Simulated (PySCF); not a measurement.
# Cost of excited-state runs on `C=CCS(=O)(=O)C(F)F`, C$_{4}$H$_{6}$F$_{2}$O$_{2}$S

Molfile (atoms numbered from 1):
```
C4H6F2O2S
     RDKit          3D

 15 14  0  0  0  0  0  0  0  0999 V2000
    2.6336   -0.0877   -0.4763 C   0  0  0  0  0  0  0  0  0  0  0  0
    1.6772   -0.3649    0.3919 C   0  0  0  0  0  0  0  0  0  0  0  0
    0.4096    0.3989    0.4885 C   0  0  0  0  0  0  0  0  0  0  0  0
   -0.8604   -0.6333   -0.3206 S   0  0  0  0  0  6  0  0  0  0  0  0
   -0.6264   -0.7090   -1.7284 O   0  0  0  0  0  0  0  0  0  0  0  0
   -1.0602   -1.8502    0.4030 O   0  0  0  0  0  0  0  0  0  0  0  0
   -2.4251    0.3978   -0.0846 C   0  0  0  0  0  0  0  0  0  0  0  0
   -2.2184    1.5807   -0.6843 F   0  0  0  0  0  0  0  0  0  0  0  0
   -2.5506    0.6320    1.2323 F   0  0  0  0  0  0  0  0  0  0  0  0
    3.5283   -0.6814   -0.5385 H   0  0  0  0  0  0  0  0  0  0  0  0
    2.5617    0.7475   -1.1528 H   0  0  0  0  0  0  0  0  0  0  0  0
    1.7522   -1.2151    1.0545 H   0  0  0  0  0  0  0  0  0  0  0  0
    0.4339    1.3320   -0.0664 H   0  0  0  0  0  0  0  0  0  0  0  0
    0.0713    0.5373    1.5113 H   0  0  0  0  0  0  0  0  0  0  0  0
   -3.3312   -0.0765   -0.4759 H   0  0  0  0  0  0  0  0  0  0  0  0
  1  2  2  0
  2  3  1  0
  3  4  1  0
  4  5  2  0
  4  6  2  0
  4  7  1  0
  7  8  1  0
  7  9  1  0
  1 10  1  0
  1 11  1  0
  2 12  1  0
  3 13  1  0
  3 14  1  0
  7 15  1  0
M  END
```

PySCF with density fitting, on 1 thread of an Intel Xeon Platinum 8488C, shared host. Command: `OMP_NUM_THREADS=1 python excited_run.py task.json out`

Q: How long does this run take, and how much memory?
- magnetisability and related constants, PBE0/pcSseg-1; writes grids

A: 
| run | level | basis functions | wall time | peak memory (GiB) |
| --- | --- | --- | --- | --- |
| magnetisability and related constants | PBE0/pcSseg-1 | 190 | 59 s | 0.83 |

Times from a shared host are rough.
